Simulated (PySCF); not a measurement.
# Correlation energy of Re (rhenium, neutral)

[Xe] 4f14 5d6 6s1, high-spin 6D determinant (an excited configuration). Computed with PySCF 2.14 in aug-cc-pVTZ-PP with ECP60MDF (6s6p5d3f2g, 88 functions), with a scalar-relativistic core potential. Frozen: 5s2 5p6; 7 electrons correlated.

```csv
level,correlation energy (mhartree)
CCSD,-140.39
(T),-6.66
CCSD(T),-147.05
```

Diagnostics: T1 = 0.010, D1 = 0.0274, largest double amplitude 0.024.

Spin-orbit coupling, absent here, splits the open shell strongly.

Cost of the coupled-cluster step: roughly 26 core-seconds, for 7 correlated electrons.
